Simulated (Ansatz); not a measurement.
Total energies of ZnH₂ from Ansatz at PBE0-D4/def2-TZVP, gas phase (1 Eh = 27.2114 eV = 2625.5 kJ/mol). The reference geometry is relaxed at r2SCAN-D4/def2-TZVP.

Cartesian coordinates in Å:
```
Zn 0.000 0.000 0.000
H -0.191 -1.313 -0.764
H 0.191 1.313 0.764
```

```tsv
state	geometry	energy (Eh)
charge 0 singlet	reference	-1780.30864
charge 1 doublet	reference	-1779.91763
free Zn atom (singlet)	–	-1779.14424
free H atom (doublet)	–	-0.50104
```

Q: Work out the vertical ionisation energy to the doublet.

A: E(charge 1 doublet) − E(charge 0 singlet) = -1779.91763 − (-1780.30864) = 0.39101 Eh = 10.64 eV. For comparison, −ε of the highest occupied level is 8.03 eV at this level, 2.61 eV less.

Q: What is the binding energy per atom against free atoms?

A: Atoms: 1 × (-1779.14424) + 2 × (-0.50104) = -1780.14632 Eh. Binding: -1780.14632 − (-1780.30864) = 0.16232 Eh = 4.42 eV, or 1.47 eV for each of 3 atoms (no zero-point energy, no counterpoise term).
